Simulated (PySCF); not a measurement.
# Stretching KO

Set-up: K def2-TZVPP, O def2-TZVPP; no relativity (PySCF 2.14). Energies in eV from K + O in their ground configurations at the same level. All curves are PBE0. state 1: ²Σ⁺ (doublet), unpaired electrons σ ↑; state 2: ²Π (doublet), unpaired electrons π ↑, a second solution, started from another occupation; state 3: quartet, unpaired electrons σ ↑, π ↑↑, a second solution, started from another occupation.

| R (Å) | state 1 | state 2 | state 3 |
| --- | --- | --- | --- |
| 1.885 | -2.111 | -1.403 | 2.8349 |
| 1.973 | -2.399 | -1.931 | 2.0312 |
| 2.061 | -2.558 | -2.275 | 1.4436 |
| 2.126 | -2.613 | -2.441 | 1.1113 |
| 2.192 | -2.628 | -2.547 | 0.8502 |
| 2.258 | -2.610 | -2.605 | 0.6462 |
| 2.345 | -2.550 | -2.625 | 0.4429 |
| 2.455 | -2.433 | -2.586 | 0.2687 |
| 2.587 | -2.257 | -2.477 | 0.1386 |
| 2.762 | -1.994 | -2.275 | 0.0455 |

Question: Put a parabola through the three lowest points of the state 1 curve and estimate Re, k and ωe (reduced mass 11.34 u; 1 eV/Å² = 0.16022 mdyn/Å; ωe = 1302.8·√(k/μ) cm⁻¹).

Answer: Through R = 2.126, 2.192, 2.258 Å the second-order coefficient is 3.79 eV/Å², so Re ≈ 2.189 Å, k ≈ 1.21 mdyn/Å and ωe ≈ 426 cm⁻¹. A polynomial fit of higher order to the unrounded PBE0 energies gives Re = 2.186 Å, k = 1.21 mdyn/Å, ωe = 425 cm⁻¹; anharmonicity and rounding make the difference.

The higher-order fit for each curve: state 1: Re = 2.186 Å, ωe = 425 cm⁻¹, De = 2.63 eV; state 2: Re = 2.334 Å, ωe = 392 cm⁻¹, minimum 2.63 eV below the ground-state fragments. State 3 gave no clean fit.

The state is the lowest determinant that a PBE0 search found; another state may lie lower at other levels.
